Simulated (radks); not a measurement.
Results of a calculation; reference values are marked as such.
Problem. The ruthenium ion Ru+, configuration [Kr] 4d7. Code: a radial shooting solver on a logarithmic mesh with Libxc functionals. Model: scalar-relativistic Kohn-Sham, PBEsol, spin-unpolarised, spherical densities, point nucleus. Some entries of the table are withheld. Estimate them.

| orbital | occ. | eigenvalue (eV) | <r^2> (bohr^2) | <1/r> (bohr^-1) |
|---|---|---|---|---|
| 1s | 2 | -21931.88 | 0.001511 | 45.86 |
| 2s | 2 | -3159.752 | 0.02503 | 10.36 |
| 2p | 6 | -2831.225 | 0.01970 | 10.05 |
| 3s | 2 | -562.1790 | 0.1859 | 3.592 |
| 3p | 6 | -454.2366 | 0.1891 | (1) |
| 3d | 10 | (2) | 0.1768 | 3.194 |
| 4s | 2 | -83.7038 | 1.179 | (3) |
| 4p | 6 | -53.8055 | 1.464 | 1.197 |
| 4d | 7 | -12.5466 | (4) | 0.8262 |

Solution. 
(1) 3p <1/r> (bohr^-1): 3.421
(2) 3d eigenvalue (eV): -280.4081
(3) 4s <1/r> (bohr^-1): 1.345
(4) 4d <r^2> (bohr^2): 3.298
